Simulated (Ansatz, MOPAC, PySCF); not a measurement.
Species: SbCl2, charge 1, multiplicity 1. SMILES: [Cl][Sb+][Cl]
Coordinates optimised at B3LYP-D3(BJ)/def2-TZVP (Ansatz, an electronic-structure program):
```xyz
3

Sb     0.3695    -0.0286     0.4497
Cl     0.7858     0.3236    -1.7580
Cl    -1.8945    -0.2379     0.4089
```
Charge +1, spin multiplicity 1.

Property: vertical ionisation energy to the doublet, in eV. Set-up: no spin-orbit coupling; six Cartesian d functions in 6-31G* and its kin unless marked 5d; def2 sets with scalar-relativistic core potentials past Kr; LANL2DZ with its own core potentials from Na on; each state is the SCF solution reached for its charge and spin; STO-3G and 3-21G all-electron and non-relativistic; dispersion terms only where a functional's name holds one; PM7 with its own dispersion and hydrogen-bond terms; open shells spin-unrestricted. Ab initio and DFT rows: single points at B3LYP-D3(BJ) geometries (Ansatz). Semi-empirical rows: differences of heats of formation at the shared geometry for vertical values. The spin state of an ion or metal species was assumed, not searched.

| level | program | vertical ionisation energy to the doublet (eV) |
|---|---|---|
| PM6 | MOPAC | 15.75 |
| PM7 | MOPAC | 16.65 |
| PBE/6-31G* with LANL2DZ past Ar | Ansatz | 17.06 |
| B3LYP/STO-3G | Ansatz | 16.11 |
| B3LYP/3-21G | Ansatz | 17.27 |
| B3LYP/6-31G* with LANL2DZ past Ar | Ansatz | 17.27 |
| M06-2X/def2-TZVPD | PySCF | 17.09 |

No value to compare with is used here. The 6 habitual levels span 15.75 (PM6) to 17.27 eV (B3LYP/6-31G* with LANL2DZ past Ar); M06-2X/def2-TZVPD gives 17.09.

The levels are drawn from those run, B3LYP/6-31G* more often than the rest, none by its result; left out are runs that failed, that the program found above a lower state of the same kind, or whose <S^2> lies over 0.5 above the pure value.
